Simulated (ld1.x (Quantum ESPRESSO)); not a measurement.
Varying the TM potential for strontium

Base potential:

ld1.x (Quantum ESPRESSO) 7.5 input, shortened:

```
&input
   title='Sr', zed=38., rel=2, dft='PBE', iswitch=3,
   config='[Kr] 4d0 5s2 5p0', rel_dist='average'
 /
 &inputp
   pseudotype=2, tm=.true., lloc=1,
   nlcc=.true., new_core_ps=.true.
 /
3
5S  1  0   2.00   0.00  3.95  3.95  0.0
4D  3  2   0.00   0.00  2.55  2.55  0.0
5P  2  1   0.00   0.00  3.55  3.55  0.0
 &test
   configts(1)='4d0 5s2 5p0'
 /
```

Open shells are filled in proportion to 2j + 1 (rel_dist='average').

All-electron outer shells of the reference configuration (PBE, scalar-relativistic, ld1.x):

| shell | level (eV) | outermost node (bohr) | outermost maximum (bohr) |
| --- | --- | --- | --- |
| 4s | -40.90 | 0.59 | 1.19 |
| 4p | -22.82 | 0.61 | 1.33 |
| 5s | -3.53 | 1.65 | 3.72 |
| 5p | -1.28 | 1.96 | 4.83 |
| 4d | -1.28 | 0.65 | 2.12 |

Cutoffs, loose and tight: the cutoffs (Ry, on a coarse ladder) from which the occupation-weighted sum of valence levels, in a spherical-Bessel basis at the reference potential, stays within 10 and 1 mRy of its value at 400 Ry. They do not see the model core or the augmentation charge, which bear on the density cutoff. Test errors are all-electron minus pseudo excitation energies from the reference, over the configurations 4d0 5s1 5p0; 4d0 5s1.5 5p0; 4d0 5s1 5p1; 4d0.5 5s1.5 5p0; 4d0 5s0 5p2; 4d1 5s0 5p0; 4d0 5s0 5p1. A dash means not determined; rows that change the core or the reference have their own tests. The largest error is taken over the tests solved by every variant that gives reliable tests at all: 4d0 5s0 5p1; 4d0 5s0 5p2; 4d0 5s1 5p1; 4d0 5s1.5 5p0; 4d0.5 5s1.5 5p0.

For the base: The cutoffs count occupied waves only; the empty 4d level needs 15 Ry at the loose tolerance.

A true bound ghost makes a file unfit for plane-wave use even where its test errors are small: the radial tests pick states by their node count and pass the ghost by. Where a test does run into it, the solver fails or the error is huge.

| change | outcome | cutoff, loose | cutoff, tight | bound ghosts | largest test error (meV) |
| --- | --- | --- | --- | --- | --- |
| base | generated | 6 Ry | 8 Ry | s | -24 |
| wave 5p (bound): rc 3.55 bohr becomes 5p (bound): rc 3.58 bohr | generated | 6 Ry | 8 Ry | s | -26 |
| wave 5p (bound): rc 3.55 bohr becomes 5p (bound): rc 4.12 bohr | generated | 6 Ry | 8 Ry | none | -36 |
| wave 5p (bound): rc 3.55 bohr becomes 5p (bound): rc 4.76 bohr | generated | 6 Ry | 8 Ry | none | -37 |
| wave 5p (bound): rc 3.55 bohr becomes 5p (bound): rc 5.24 bohr | generated | 6 Ry | 8 Ry | none | -29 |

(1) What comes out with this change to the base: wave 5p (bound): rc 3.55 bohr becomes 5p (bound): rc 2.94 bohr?

(2) What comes out with this change to the base: wave 5p (bound): rc 3.55 bohr becomes 5p (bound): rc 2.26 bohr?

Answers

(1) outcome: generated; cutoff, loose: 6 Ry; cutoff, tight: 8 Ry; bound ghosts: s; largest test error (meV): +35.

(2) outcome: generated; cutoff, loose: 6 Ry; cutoff, tight: 8 Ry; bound ghosts: s; largest test error (meV): -176.

Reading the sweep of the p radius (base included, trends over the rows without a ghost): Bound ghosts are found at 2.26, 2.94, 3.55, 3.58 bohr.
